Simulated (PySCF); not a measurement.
Computed IR spectrum (relative IR intensity) of a molecule C3H7FSi. Geometry: B3LYP-D3(BJ)/def2-SVP. One conformer was computed; it need not be the lowest. These are B3LYP-D3(BJ)/def2-SVP (PySCF) values and carry that method's errors. Frequencies are harmonic and unscaled.

Lines under 2 % of the strongest are left out, and lines within 2 cm⁻¹ are merged.

```
ν (cm⁻¹)  relative intensity
--------  ------------------
360                      2.2
590                      2.4
637                       11
722                       10
820                      9.4
891                       10
930                      100
949                       20
955                       19
964                      5.7
996                      5.2
1052                     4.2
1068                     4.3
1103                     3.6
1182                      15
1217                     2.3
1273                     8.7
1400                      12
1473                      19
2213                      30
2221                      84
3120                     2.1
3146                     4.7
```

Question: Which molecule gave these data?
A) C[SiH2]/C=C\F
B) C=CC[SiH2]F
C) F[C@H]1C[C@@H]1[SiH3]
D) C=C[Si@@H](C)F

Answer: C, F[C@H]1C[C@@H]1[SiH3]
